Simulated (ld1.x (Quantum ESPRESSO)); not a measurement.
## Before and after: TM potential for vanadium (V)

ld1.x (Quantum ESPRESSO) 7.5 input, shortened:

```
&input
   title='V', zed=23., rel=1, dft='PBE', iswitch=3,
   config='[Ar] 3d3 4s1 4p0'
 /
 &inputp
   pseudotype=2, tm=.true., lloc=0,
   nlcc=.false.
 /
3
4P  2  1   0.00   0.00  3.15  3.15  0.0
3D  3  2   3.00   0.00  1.45  1.45  0.0
4S  1  0   1.00   0.00  2.50  2.50  0.0
 &test
   configts(1)='3d3 4s1 4p0'
 /
```

Change: all radii scaled by about 0.92 (s 2.30, p 2.90, d 1.34 bohr).

Cutoffs: the cutoffs (Ry, on a coarse ladder) from which the occupation-weighted sum of valence levels, in a spherical-Bessel basis at the reference potential, stays within 10 and 1 mRy of its value at 400 Ry; they do not see the model core or the augmentation charge, which bear on the density cutoff. Errors are all-electron minus pseudo energies relative to the spin-unpolarised reference configuration.

Task: What does the change do?

Result: The potential gets harder (90 Ry and 110 Ry → 100 Ry and 120 Ry); the number of tests that count goes from 7 to 3; the errors of the 3 common tests hardly move; neither file shows a bound ghost at the reference potential, the only one tested. A smaller radius makes the pseudo-wave follow the all-electron one further in, where it bends more sharply, so more plane waves are needed.

| quantity | base | changed |
| --- | --- | --- |
| cutoff, loose | 90 Ry | 100 Ry |
| cutoff, tight | 110 Ry | 120 Ry |
| loose cutoff by channel (10 mRy a level) | d 90 Ry, s 6 Ry | d 100 Ry, s 6 Ry |
| bound ghosts | none | none |
| tests counted (converged, no solver errors) | 7 of 7 | 3 of 7 |
| error for 3d3 4s2 4p0, meV [ΔE -7.73 eV] | +21 | +21 |
| error for 3d4 4s1 4p0, meV [ΔE -7.15 eV] | -141 | -143 |
| error for 3d3 4s1.5 4p0, meV [ΔE -4.64 eV] | +8.2 | +8.2 |

Changed file: Tests not counted: 3d3 4s0 4p0 (solver errors, printed error +113 meV); 3d2 4s0 4p0 (solver errors, printed error -41 meV); 3d3 4s0 4p1 (solver errors, printed error +14 meV); 3d1 4s0 4p0 (solver errors, printed error -505 meV).
